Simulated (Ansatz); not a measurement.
Mulliken charges of `[OH][GeH]1[NH][AlH]1` from PBE/def2-TZVPP in Ansatz (PBE0-D4/def2-TZVP geometry).

| atom | x (Å) | y (Å) | z (Å) | charge (e) |
| --- | --- | --- | --- | --- |
| O1 | -1.915 | 0.240 | 0.981 | -0.382 |
| Ge2 | -0.827 | -0.080 | -0.404 | 0.312 |
| N3 | 0.905 | 0.680 | -0.188 | -0.340 |
| Al4 | 1.343 | -1.015 | -0.325 | 0.217 |
| H5 | -1.567 | -0.122 | 1.800 | 0.168 |
| H6 | -1.651 | 0.545 | -1.547 | -0.027 |
| H7 | 1.188 | 1.644 | -0.095 | 0.125 |
| H8 | 2.616 | -1.949 | -0.279 | -0.073 |

Task: By hand: the dipole of these point charges (1 e Å = 4.8032 D).

Result: Σ q r = (0.196, -0.256, -0.155) e Å, of length 0.358 e Å = 1.72 D.

Task: How does the dipole of the full density compare? (Estimate.)

Result: Computed: (0.419, -0.127, 0.044) e Å, 2.11 D; the point charges give 0.82 times that, at 47° from its direction.

Point charges leave out the atoms' own dipoles, such as those of lone pairs, and Mulliken's split depends on the basis, so the two needn't agree.
